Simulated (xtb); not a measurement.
Harmonic IR lines of one isomer of CH₂AlN₂, unscaled. Level of theory: xtb with GFN2-xTB.

wavenumber (cm⁻¹): 363 (w), 455 (m), 489 (w), 627 (m), 2099 (vs), 3276 (m), 3300 (m)

**Question.** Say which structure gives these lines.
A. `N#[C][Al-][NH2]` (excited triplet)
B. `N#[C][Al-][NH2]` (lower singlet)
C. `[C-]#[N+][Al-][NH2]` (excited triplet)
D. `[C-]#[N+][Al-][NH2]` (lower singlet)

**Answer.** B, `N#[C][Al-][NH2]` (lower singlet)
